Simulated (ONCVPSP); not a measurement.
# platinum (Pt): ONCV pseudisation with revPBE, scalar-relativistic reference atom.

| Property | Result |
| --- | --- |
| Element | platinum |
| Generator | ONCVPSP 4.0.1 |
| Type | optimised norm-conserving Vanderbilt (ONCV) |
| Functional | revPBE |
| Relativity | scalar-relativistic |
| Frozen core | [Kr] 4d10 4f14 |
| Valence charge | 18 |
| Reference configuration | 5s2 5p6 5d8 (charge +2) |
| Partial waves | 5s: rc 1.65 bohr, ncon 4, nbas 9, qcut 6.6 1/bohr, 2 projectors, debl 1.2 Ha; 5p: rc 1.05 bohr, ncon 4, nbas 7, qcut 8.2 1/bohr, 3 projectors, debl 1 Ha; 5d: rc 2.15 bohr, ncon 4, nbas 8, qcut 8.4 1/bohr, 2 projectors, debl 3.2 Ha |
| Local potential | polynomial inside 0.70 bohr (lpopt 5, dvloc0 4 Ha) |
| Core correction | Teter function, fcfact 4.75, rcfact 1.5 |

In the s channel the program set the typed energies aside and used -4.507, 0.050 Ha. In the p channel the program set the typed energies aside and used -2.821, 0.250, 1.250 Ha.

Poles of the logarithmic derivatives, all-electron (AE) and pseudo (PS). s: poles at -4.2 (AE) and -4.2 (PS) Ha. p: poles at 4.0 (AE) and 4.0 (PS) Ha. d: poles at -0.5, 4.4 (AE) and -0.5, 4.4 (PS) Ha. Test radii: s 1.67, p 1.07, d 2.18 bohr.

- Cutoffs needed: 63 Ha and 120 Ha (the cutoffs (Ha) at which the residual kinetic energy of the hardest occupied pseudo-wave falls to 1 and 0.1 mHa per electron)
- Ghost test: ghosts flagged at negative energy: s at -321.9 eV, p at -478.2 eV; GHOST(+) flagged for p at 352.4 eV; a true bound ghost makes a file unfit for plane-wave use
- Largest excitation error: -9.6 meV (all-electron minus pseudo) for 5s2 5p6 5d7, out of 4 test configurations
- rms error of d²Exc/dni dnj: 10.82 mHa without and 3.51 mHa with the model core
